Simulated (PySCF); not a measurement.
ZrF3Cl, SMILES [F][Zr]([F])([Cl])[F], multiplicity 1.

Geometry: r2SCAN-D4/def2-SVP. The spin state was assumed, not searched. The def2 effective core potentials stand for the cores of Zr; spin–orbit coupling is left out.

Method: r2SCAN-D4/def2-SVP (PySCF 2.14.0).

Frequencies are harmonic and unscaled.

Modes within 1.5 cm⁻¹ of each other (mostly degenerate sets) share a row, with their intensities summed.

```tsv
mode	ν (cm⁻¹)	IR (km/mol)	Raman (Å⁴/amu)	depolarisation	moving atoms (share of kinetic energy)
1–2	125	15.0	3.4	0.75	F 58 %, Cl 28 %, Zr 14 %
3–4	159	24.8	1.9	0.75	F 89 %, Zr 11 %
5	161	17.2	0.3	0.63	F 73 %, Zr 13 %, Cl 13 %
6	415	77.3	4.8	0.08	Cl 67 %, Zr 29 %
7	691	83.9	8.9	0.00	F 92 %, Zr 8 %
8–9	710	323.3	0.9	0.75	F 76 %, Zr 24 %
```
